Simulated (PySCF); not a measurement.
**Steps of a relaxation of [Tl(NH2)2]−**

[Tl(NH2)2]− (singlet; a saddle point, relaxed within its symmetry). PySCF 2.14.0, RKS PBE0, Tl def2-SVP with ECP60, N def2-SVP, H def2-SVP; non-relativistic Hamiltonian with scalar-relativistic core potentials where named; density fitting; no spin-orbit coupling. Origin of the start: template. Columns: position (Å) and force (eV/Å). Energies are counted from the last step; some of the 6 steps are shown. Forces carry noise of the integration grid, about 0.01 to 0.03 eV/Å.

Run from Python with OMP_NUM_THREADS=2. Where DIIS fails, smearing, a level shift and second-order steps follow.
It took 8.2 s on 2 threads of Intel(R) Xeon(R) 6975P-C (Granite Rapids), with other jobs on the host, from the converged density of the start.

```xyz
7
step 0  E = 0.206 eV
Tl    0.0000    0.0000    0.0000     0.00    0.00    0.00
N     0.0000    0.0000    2.3760     0.00    0.00   -0.26
H     0.5869    0.5869    2.9660     0.11    0.11    0.64
H    -0.5869   -0.5869    2.9660    -0.11   -0.11    0.64
N     0.0000    0.0000   -2.3760     0.00    0.00    0.26
H     0.5869   -0.5869   -2.9660     0.11   -0.11   -0.64
H    -0.5869    0.5869   -2.9660    -0.11    0.11   -0.64
```

```xyz
7
step 2  E = 0.006 eV
Tl    0.0000    0.0000    0.0000     0.00    0.00    0.00
N     0.0000    0.0000    2.4886     0.00    0.00    0.21
H     0.5683    0.5683    3.1374     0.00    0.00   -0.01
H    -0.5683   -0.5683    3.1374     0.00    0.00   -0.01
N     0.0000    0.0000   -2.4886     0.00    0.00   -0.21
H     0.5683   -0.5683   -3.1374     0.00    0.00    0.01
H    -0.5683    0.5683   -3.1374     0.00    0.00    0.01
```

```xyz
7
step 3  E = 0.001 eV
Tl    0.0000    0.0000    0.0000     0.00    0.00    0.00
N     0.0000    0.0000    2.5128     0.00    0.00    0.10
H     0.5674    0.5674    3.1632     0.00    0.00   -0.03
H    -0.5674   -0.5674    3.1632     0.00    0.00   -0.03
N     0.0000    0.0000   -2.5128     0.00    0.00   -0.10
H     0.5674   -0.5674   -3.1632     0.00    0.00    0.03
H    -0.5674    0.5674   -3.1632     0.00    0.00    0.03
```

Task: Where does the relaxation end?

Result: It converges at step 5 in D2d:
```xyz
7
step 5  E = 0
Tl    0.0000    0.0000    0.0000
N     0.0000    0.0000    2.5223
H     0.5684    0.5684    3.1697
H    -0.5684   -0.5684    3.1697
N     0.0000    0.0000   -2.5223
H     0.5684   -0.5684   -3.1697
H    -0.5684    0.5684   -3.1697
```

Task: How did the contacts change?

Result: 
```
     contact  start (Å)  end (Å)
Tl1–N2 (NH2)      2.376    2.522
Tl1–N5 (NH2)      2.376    2.522
```
